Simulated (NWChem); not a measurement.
The numbers come from NWChem runs, not from measurements. System: C2H6N, charge 0, spin multiplicity 2, at a geometry optimised with UB3LYP/def2-SVP. The structure started from a generated list of species. Its SCF solution wasn't tested for a lower state. Level: UMP2/def2-TZVP, 3 core orbitals frozen.

Input file:

```
start mol
memory heap 200 mb stack 900 mb global 1100 mb
geometry units angstroms nocenter noautoz
  C      1.192139     0.000000     0.165910
  N      0.000000     0.000000    -0.628252
  C     -1.192139     0.000000     0.165910
  H      1.238746    -0.885994     0.836363
  H      1.238746     0.885994     0.836363
  H      2.091451     0.000000    -0.469306
  H     -1.238746     0.885994     0.836363
  H     -1.238746    -0.885994     0.836363
  H     -2.091451     0.000000    -0.469306
  symmetry group C2v
end
basis spherical
  * library def2-tzvp
end
scf
  uhf
  nopen 1
  maxiter 100
  thresh 1e-7
  semidirect memsize 60000000 filesize 0
  # guess.movecs holds the orbitals of an unrestricted PBE0 run
  vectors input guess.movecs output mol.movecs
end
mp2
  freeze core 3
end
task mp2 energy
```

Output (cleaned and shortened):

```
             Northwest Computational Chemistry Package (NWChem) 7.3.0
             --------------------------------------------------------

                                NWChem Input Module
                                -------------------

 Scaling coordinates for geometry "geometry" by  1.889725989
 (inverse scale =  0.529177249)

 Turning off AUTOSYM since
 SYMMETRY directive was detected!

                             Geometry "geometry" -> ""
                             -------------------------

 Output coordinates in angstroms (scale by  1.889725989 to convert to a.u.)

  No.       Tag          Charge          X              Y              Z
 ---- ---------------- ---------- -------------- -------------- --------------
    1 C                    6.0000     1.19213900     0.00000000     0.16591000
    2 N                    7.0000     0.00000000     0.00000000    -0.62825200
    3 C                    6.0000    -1.19213900     0.00000000     0.16591000
    4 H                    1.0000     1.23874600    -0.88599400     0.83636300
    5 H                    1.0000     1.23874600     0.88599400     0.83636300
    6 H                    1.0000     2.09145100     0.00000000    -0.46930600
    7 H                    1.0000    -1.23874600     0.88599400     0.83636300
    8 H                    1.0000    -1.23874600    -0.88599400     0.83636300
    9 H                    1.0000    -2.09145100     0.00000000    -0.46930600

 Effective nuclear repulsion energy (a.u.)      76.6574818312

            Nuclear Dipole moment (a.u.)
            ----------------------------
        X                 Y               Z
 ---------------- ---------------- ----------------
    -0.0000000000     0.0000000000    -0.0000075589

      Symmetry information
      --------------------

 Group name             C2v
 Group number             16
 Group order               4
 No. of unique centers     4

      Symmetry unique atoms

     1    2    4    6


 Summary of "ao basis" -> "" (spherical)
 ------------------------------------------------------------------------------
       Tag                 Description            Shells   Functions and Types
 ---------------- ------------------------------  ------  ---------------------
 *                         def2-tzvp                  on all atoms

 Summary of "ao basis" -> "ao basis" (spherical)
 ------------------------------------------------------------------------------
       Tag                 Description            Shells   Functions and Types
 ---------------- ------------------------------  ------  ---------------------
 C                         def2-tzvp                11       31   5s3p2d1f
 N                         def2-tzvp                11       31   5s3p2d1f
 H                         def2-tzvp                 4        6   3s1p

                                 NWChem SCF Module
                                 -----------------

  ao basis        = "ao basis"
  functions       =   129
  atoms           =     9
  alpha electrons =    13
  beta  electrons =    12
  charge          =   0.00
  wavefunction    = UHF
  use symmetry    = T
  symmetry adapt  = T

 Summary of "ao basis" -> "ao basis" (spherical)
 ------------------------------------------------------------------------------
       Tag                 Description            Shells   Functions and Types
 ---------------- ------------------------------  ------  ---------------------
 C                         def2-tzvp                11       31   5s3p2d1f
 N                         def2-tzvp                11       31   5s3p2d1f
 H                         def2-tzvp                 4        6   3s1p

      Symmetry analysis of basis
      --------------------------

        a1         46
        a2         20
        b1         39
        b2         24

 Forming initial guess at       0.0s

   Symmetry analysis of molecular orbitals - initial alpha
   -------------------------------------------------------

  Numbering of irreducible representations:

     1 a1          2 a2          3 b1          4 b2

  Orbital symmetries:

     1 a1          2 b1          3 a1          4 a1          5 b1
     6 a1          7 b2          8 a1          9 b1         10 a2
    11 b1         12 a1         13 b2         14 a1         15 b1
    16 a1         17 b2         18 a1         19 b1         20 a2
    21 b1         22 a1         23 b2

   Symmetry analysis of molecular orbitals - initial beta
   ------------------------------------------------------

  Numbering of irreducible representations:

     1 a1          2 a2          3 b1          4 b2

  Orbital symmetries:

     1 a1          2 b1          3 a1          4 a1          5 b1
     6 a1          7 a1          8 b1          9 b2         10 a2
    11 b1         12 a1         13 b2         14 a1         15 b1
    16 a1         17 a1         18 b2         19 b1         20 a2
    21 b1         22 a1         23 b2

 Starting SCF solution at       0.1s

 ----------------------------------------------
         Quadratically convergent UHF

 Convergence threshold     :          1.000E-07
 Maximum no. of iterations :          100
 Integral*density screening:          1.000E-09
 ----------------------------------------------

              iter       energy          gnorm     gmax       time
             ----- ------------------- --------- --------- --------
                 1     -133.6596129628  5.05D-01  7.77D-02      0.9
                 2     -133.6780476578  2.91D-02  1.37D-02      1.1
                 3     -133.6783308831  4.19D-04  1.64D-04      1.7
[...]
   Bfn.  Coefficient  Atom+Function         Bfn.  Coefficient  Atom+Function
  ----- ------------  ---------------      ----- ------------  ---------------
    96      0.777393  4 H  s                102     -0.777393  5 H  s
   114     -0.777393  7 H  s                120      0.777393  8 H  s
    13      0.540536  1 C  py                75      0.540536  3 C  py
    44      0.331467  2 N  py                38      0.265104  2 N  py
    41      0.229722  2 N  py

 Vector   14  Occ=0.000000D+00  E= 1.425355D-01  Symmetry=a1
              MO Center=  4.3D-13,  5.5D-14,  8.9D-01, r^2= 7.5D+00
   Bfn.  Coefficient  Atom+Function         Bfn.  Coefficient  Atom+Function
  ----- ------------  ---------------      ----- ------------  ---------------
     5      3.637460  1 C  s                 67      3.637460  3 C  s
    96     -1.633955  4 H  s                102     -1.633955  5 H  s
   114     -1.633955  7 H  s                120     -1.633955  8 H  s
   108     -1.141147  6 H  s                126     -1.141147  9 H  s
    36     -0.894544  2 N  s                 14      0.453417  1 C  pz

 Vector   15  Occ=0.000000D+00  E= 1.823997D-01  Symmetry=b1
              MO Center= -4.5D-13,  4.5D-16,  5.4D-01, r^2= 9.8D+00
   Bfn.  Coefficient  Atom+Function         Bfn.  Coefficient  Atom+Function
  ----- ------------  ---------------      ----- ------------  ---------------
     5      5.166918  1 C  s                 67     -5.166918  3 C  s
    96     -1.822727  4 H  s                102     -1.822727  5 H  s
   114      1.822727  7 H  s                120      1.822727  8 H  s
   108     -1.478221  6 H  s                126      1.478221  9 H  s
    43     -0.807325  2 N  px                 4     -0.425471  1 C  s

 center of mass
 --------------
 x =   0.00000000 y =   0.00000000 z =  -0.10252749

 moments of inertia (a.u.)
 ------------------
          44.589527953850           0.000000000000           0.000000000000
           0.000000000000         208.669092981863           0.000000000000
           0.000000000000           0.000000000000         186.680913293757

  Mulliken analysis of the total density
  --------------------------------------

    Atom       Charge   Shell Charges
 -----------   ------   -------------------------------------------------------
    1 C    6     6.21   0.85  1.12  0.48  0.65  0.10  1.23  1.34  0.33  0.03  0.07  0.01
    2 N    7     7.25   0.82  1.16  0.55  0.93  0.24  1.40  1.61  0.48  0.01  0.06  0.00
    3 C    6     6.21   0.85  1.12  0.48  0.65  0.10  1.23  1.34  0.33  0.03  0.07  0.01
    4 H    1     0.89   0.26  0.49  0.12  0.02
    5 H    1     0.89   0.26  0.49  0.12  0.02
    6 H    1     0.88   0.27  0.50  0.09  0.02
    7 H    1     0.89   0.26  0.49  0.12  0.02
    8 H    1     0.89   0.26  0.49  0.12  0.02
    9 H    1     0.88   0.27  0.50  0.09  0.02

  Mulliken analysis of the alpha density
  --------------------------------------

    Atom       Charge   Shell Charges
 -----------   ------   -------------------------------------------------------
    1 C    6     3.04   0.43  0.56  0.24  0.32  0.05  0.60  0.64  0.15  0.01  0.04  0.00
    2 N    7     4.14   0.41  0.58  0.29  0.49  0.12  0.90  1.02  0.30  0.00  0.03  0.00
    3 C    6     3.04   0.43  0.56  0.24  0.32  0.05  0.60  0.64  0.15  0.01  0.04  0.00
    4 H    1     0.48   0.14  0.26  0.07  0.01
    5 H    1     0.48   0.14  0.26  0.07  0.01
    6 H    1     0.44   0.13  0.25  0.05  0.01
    7 H    1     0.48   0.14  0.26  0.07  0.01
    8 H    1     0.48   0.14  0.26  0.07  0.01
    9 H    1     0.44   0.13  0.25  0.05  0.01

   Mulliken analysis of the beta density
   -------------------------------------

    Atom       Charge   Shell Charges
 -----------   ------   -------------------------------------------------------
    1 C    6     3.18   0.43  0.56  0.24  0.33  0.05  0.63  0.70  0.18  0.01  0.03  0.00
    2 N    7     3.10   0.41  0.58  0.26  0.44  0.12  0.50  0.58  0.18  0.00  0.03  0.00
    3 C    6     3.18   0.43  0.56  0.24  0.33  0.05  0.63  0.70  0.18  0.01  0.03  0.00
    4 H    1     0.42   0.12  0.23  0.05  0.01
    5 H    1     0.42   0.12  0.23  0.05  0.01
    6 H    1     0.44   0.13  0.25  0.05  0.01
    7 H    1     0.42   0.12  0.23  0.05  0.01
    8 H    1     0.42   0.12  0.23  0.05  0.01
    9 H    1     0.44   0.13  0.25  0.05  0.01

   Mulliken analysis of the spin density
   -------------------------------------

    Atom       Charge   Shell Charges
 -----------   ------   -------------------------------------------------------
    1 C    6    -0.14  -0.00  0.00 -0.01 -0.02 -0.01 -0.04 -0.06 -0.03  0.00  0.01  0.00
    2 N    7     1.04   0.00 -0.00  0.03  0.05  0.00  0.41  0.44  0.11 -0.00  0.00 -0.00
    3 C    6    -0.14  -0.00  0.00 -0.01 -0.02 -0.01 -0.04 -0.06 -0.03  0.00  0.01  0.00
    4 H    1     0.06   0.01  0.03  0.01 -0.00
    5 H    1     0.06   0.01  0.03  0.01 -0.00
    6 H    1     0.00   0.00  0.00  0.00 -0.00
    7 H    1     0.06   0.01  0.03  0.01 -0.00
    8 H    1     0.06   0.01  0.03  0.01 -0.00
    9 H    1     0.00   0.00  0.00  0.00 -0.00

       Multipole analysis of the density wrt the origin
       ------------------------------------------------

     L   x y z        total         alpha         beta         nuclear
     -   - - -        -----         -----         ----         -------
     0   0 0 0     -0.000000    -13.000000    -12.000000     25.000000

     1   1 0 0      0.000000      0.000000     -0.000000     -0.000000
     1   0 1 0      0.000000     -0.000000      0.000000      0.000000
     1   0 0 1      0.671951      0.742406     -0.070447     -0.000008

     2   2 0 0    -13.704364    -64.363750    -63.402715    114.062101
     2   1 1 0     -0.000000     -0.000000     -0.000000      0.000000
     2   1 0 1      0.000000      0.000000      0.000000      0.000000
     2   0 2 0    -14.878395    -14.031471    -12.059857     11.212933
     2   0 1 1      0.000000      0.000000      0.000000      0.000000
     2   0 0 2    -16.812453    -20.793592    -18.629862     22.611001

                   NWChem MP2 Semi-direct Energy/Gradient Module
                   ---------------------------------------------

  Basis functions       =    129
  Molecular orbitals    =    129
  Frozen core           =      3
  Frozen virtuals       =      0
  Active alpha occupied =     10
  Active beta occupied  =      9
  Active alpha virtual  =    116
  Active beta virtual   =    117
  Use MO symmetry       = T
  Use skeleton AO sym   = T

  AO/Fock/Back tols     =   1.0D-09  1.0D-09  1.0D-09

 GA uses MA = F    GA memory limited = T

 Available:
  local mem=  1.26D+08
 global mem=  1.44D+08
 local disk=  0.00D+00
  mp2_memr nvloc                   116
  nvloc new                   116
   1 passes of  10:        5242880                      91924                  32945140.
   1 passes of  10: M    126151581           G      144145918           F     120908701.

 Semi-direct pass number   1 of   1  for UHF alpha       at        3.0s
  vrange nnbf                  8346
  mp2_eaftype                   125  avail_ma_in_mb                  1099
 EAF : mp2_eaftype filesize         125   16472570.
  mp2_eaf for mointskh                    125
Node 0 wrote     77.5 Mb in      0.0 s     Agg I/O rate:  1706.7 Mb/s
 Done moints_semi at        6.7s
  mp2_eaftype                   125  avail_ma_in_mb                   974
 EAF : mp2_eaftype filesize         125   16472570.
  mp2_eaf for kh                   125
 Done maket at        6.9s
 Done multipass loop at        6.9s

 GA uses MA = F    GA memory limited = T

 Available:
  local mem=  1.26D+08
 global mem=  1.44D+08
 local disk=  0.00D+00
  mp2_memr nvloc                   117
  nvloc new                   117
   1 passes of   9:        5242880                      86576                  29908865.
   1 passes of   9: M    126151581           G      144145918           F     120908701.

 Semi-direct pass number   1 of   1  for UHF beta        at        6.9s
  vrange nnbf                  8346
  mp2_eaftype                   114  avail_ma_in_mb                  1099
 EAF : mp2_eaftype filesize         114   14954432.
  mp2_eaf for mointskh                    114
Node 0 wrote     70.3 Mb in      0.0 s     Agg I/O rate:  2035.1 Mb/s
 Done moints_semi at       10.5s
  mp2_eaftype                   114  avail_ma_in_mb                   985
 EAF : mp2_eaftype filesize         114   14954432.
  mp2_eaf for kh                   114
 Done maket at       10.7s
 Done multipass loop at       10.7s

          -------------------------------------------
          SCF energy                -133.678330956093
          Correlation energy          -0.511031764601
          Singlet pairs                0.000000000000
          Triplet pairs                0.000000000000
          Total MP2 energy          -134.189362720694
          -------------------------------------------

          ---------------------------------------------------
                    Spin Component Scaled (SCS) MP2
          Same spin pairs                     -0.114525577369
          Same spin scaling factor             0.333333333333
          Opposite spin pairs                 -0.396506187232
          Opposite spin scaling fact.          1.200000000000
          SCS-MP2 correlation energy          -0.513982617135
          Total SCS-MP2 energy              -134.192313573228
          ---------------------------------------------------

 -----------------------
 Performance information
 -----------------------

 Timer overhead =  9.65D-08 seconds/call

               Nr. of calls         CPU time (s)                 Wall time (s)                GFlops
             ---------------    -------------------     ------------------------------   -------------------
Name         Min   Avg   Max    Min     Avg     Max     Min     Avg     Max   Mx/calls   Min     Max     Sum
mp2: moin     2     2     2    7.3     7.3     7.3      7.3     7.3     7.3     3.6      0.0     0.0     0.0
mp2: make     2     2     2   0.40    0.40    0.40     0.40    0.40    0.40    0.20      0.0     0.0     0.0
mp2: tota     1     1     1    7.7     7.7     7.7      7.7     7.7     7.7     7.7      0.0     0.0     0.0

 The average no. of pstat calls per process was 5.00D+00
 with a timing overhead of 4.82D-07s

 Task  times  cpu:       10.7s     wall:       10.7s

 Total times  cpu:       10.7s     wall:       10.7s
```
